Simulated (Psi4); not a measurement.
O (SMILES [O+]), charge +1, quartet. Base run: PBE/def2-SV(P) run with Psi4.

Psi4 was given this input:
```
memory 2 GB

molecule {
1 4
O     0.00000000    0.00000000    0.00000000
}

set {
  basis def2-sv(p)
  reference uks
}

energy('pbe')
print_variables()
```

Variants of this job, named by their change:

| change | ΔE vs base (mEh) | SCF cycles | grid points | basis functions |
|---|---|---|---|---|
| base | 0.000 | 7 | 20536 | 14 |
| dft_radial_points = 35 | 0.036 | 7 | 9966 | 14 |
| guess = sap | 0.000 | 6 | 20536 | 14 |
| df_basis_scf = cc-pvtz-jkfit | -0.014 | 7 | 20536 | 14 |
| soscf = true | 0.000 | 7 | 20536 | 14 |
| scf_initial_accelerator = ediis | 0.000 | 7 | 20536 | 14 |
| dft_nuclear_scheme = becke | 0.000 | 7 | 20536 | 14 |
| dft_spherical_points = 974 | 0.000 | 7 | 66232 | 14 |
| guess = sadno | 0.000 | 6 | 20536 | 14 |
| cholesky_tolerance = 1e-6 (with scf_type cd) | 0.011 | 7 | 20536 | 14 |
| dft_radial_points = 150 | 0.000 | 7 | 41066 | 14 |
| level_shift = 0.3 | 0.000 | 6 | 20536 | 14 |
| guess = gwh | 0.000 | 5 | 20536 | 14 |

Open shells are given as the SCF converged; they aren't shown to be the lowest states, and a large step between rows can be another state.
